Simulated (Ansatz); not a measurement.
Job for Ansatz (an electronic-structure program): R-CCSD(T)/aug-cc-pVDZ on C2H5FO (a complex), monomers drawn apart or pushed together.

Ansatz 0.2 input:
```yaml
crystal:
  periodic: [false, false, false]
  atoms:
    - {symbol: C, position_ang: [-0.54141864, -0.18690799, -0.15051109]}
    - {symbol: F, position_ang: [-0.44071388, 1.03880306, 0.51341912]}
    - {symbol: H, position_ang: [-0.57961257, -0.98034120, 0.59481929]}
    - {symbol: H, position_ang: [-1.45219744, -0.17877317, -0.74912557]}
    - {symbol: H, position_ang: [0.33353868, -0.30306221, -0.79000988]}
    - {symbol: C, position_ang: [-0.36834080, 0.18367993, 4.29306278]}
    - {symbol: O, position_ang: [-0.45093370, -1.01296876, 4.23195031]}
    - {symbol: H, position_ang: [-1.26191736, 0.83143139, 4.35658294]}
    - {symbol: H, position_ang: [0.60614953, 0.70567899, 4.29335010]}
basis:
  gaussian:
    orbitals: aug-cc-pVDZ
magnetization: {spin_polarized: false}
correlation: {method: ccsd_t, electrons: outside_noble_gas}
scf: {lower_state_search: off}
```

Q: Predict the final total energy.

A: -253.6936 hartree (reference determinant -252.9449, T1 diagnostic 0.014).

Q: How many basis functions does it have, and what does it roughly cost on one machine?

A: 137 functions; roughly 20 core-seconds.
